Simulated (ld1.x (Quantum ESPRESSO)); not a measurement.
**rhodium (Rh): one change to a TM potential, before and after**

Rh (Z = 45), norm-conserving Troullier–Martins (Kleinman–Bylander form), made with ld1.x (Quantum ESPRESSO) 7.5 (PBE, scalar-relativistic). Core [Kr], reference 4d8 5s0 5p0 (charge +1). Waves: 5s (bound, empty): rc 1.80 bohr; 5p (bound, empty): rc 3.00 bohr; 4d (bound): rc 1.15 bohr. Local part: the d channel. Core correction: Bessel-smoothed model core inside 0.80 bohr.

Change: local potential all-electron potential smoothed inside 0.85 bohr (lloc = -2).

Cutoffs: the cutoffs (Ry, on a coarse ladder) from which the occupation-weighted sum of valence levels, in a spherical-Bessel basis at the reference potential, stays within 10 and 1 mRy of its value at 400 Ry; they do not see the model core or the augmentation charge, which bear on the density cutoff. Errors are all-electron minus pseudo energies relative to the spin-unpolarised reference configuration.

**Question.** Predict the effect on cutoff, ghosts and configuration errors.

**Answer.** The potential gets neither clearly harder nor softer (70 Ry and 100 Ry → 70 Ry and 100 Ry); both files keep a bound ghost (p, s); of the 7 tests that both files solve, the error grows in 0 and shrinks in 2 by more than 15 % and 0.3 meV (median size 64.1 → 63.2 meV).

```tsv
quantity	base	changed
cutoff, loose	70 Ry	70 Ry
cutoff, tight	100 Ry	100 Ry
bound ghosts	s, p	s, p
error for 4d8 5s1 5p0, meV [ΔE -7.46 eV]	-3.4	-2.8
error for 4d7 5s0 5p0, meV [ΔE 19.51 eV]	-64	-63
error for 4d6 5s0 5p0, meV [ΔE 52.02 eV]	-378	-373
error for 4d8.5 5s0.5 5p0, meV [ΔE -8.09 eV]	-3.3	-1.9
error for 4d7 5s2 5p0, meV [ΔE -4.98 eV]	-79	-73
error for 4d9 5s0 5p0, meV [ΔE -8.37 eV]	-18	-18
error for 4d5 5s0 5p0, meV [ΔE 98.96 eV]	-1142	-1130
s: phases at 3.24 bohr within 0.05 rad from the reference energy up to (Ry; the scan ends near 5)	1.3	0.5
p: phases at 3.24 bohr within 0.05 rad from the reference energy up to (Ry; the scan ends near 5)	2.0	1.5
d: phases at 3.24 bohr within 0.05 rad from the reference energy up to (Ry; the scan ends near 5)	to the end of the scan	4.8
```

Base: These tests converged, but a pseudo level misses the all-electron one widely, so the file describes the atom poorly there or has found another state: 4d7 5s0 5p0: empty 5p by 2.2 eV (a node warning on the way). A true bound ghost makes a file unfit for plane-wave use even where its test errors are small: the radial tests pick states by their node count and pass the ghost by.
